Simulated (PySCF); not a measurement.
**How methods differ on the ionisation energy of B+**

B+ [He] 2s2 (1S) → B(2+) [He] 2s1 (2S), as a difference of total energies. All numbers are calculated (PySCF 2.14, scalar relativity by spin-free X2C-1e, in aug-cc-pCVTZ-DK with one added diffuse shell each of s, p, d, f type (8s7p5d3f, 75 functions)). Correlated levels: valence: 1s2 frozen; valence and next inner shell: nothing frozen. The calculations carry no spin-orbit coupling.

```tsv
method	ionisation energy (eV)	error (eV)
UHF	23.449	-1.706
LDA	24.560	-0.595
PBE	24.615	-0.540
PBE0	24.571	-0.584
r2SCAN	24.267	-0.888
BP86	24.710	-0.445
M06-2X	24.731	-0.424
BHandHLYP	24.567	-0.588
revPBE	24.631	-0.524
MP2 (valence)	24.450	-0.705
SCS-MP2 (valence)	24.650	-0.505
MP2 (valence and next inner shell)	24.499	-0.656
SCS-MP2 (valence and next inner shell)	24.693	-0.462
```

Reference: 25.155 eV (measured; NIST Atomic Spectra Database, ionization energies).

Errors of the correlated levels include the incompleteness of this basis and the frozen core.

MP2 underrates the near-degeneracy of ns² with np² in the lower species.
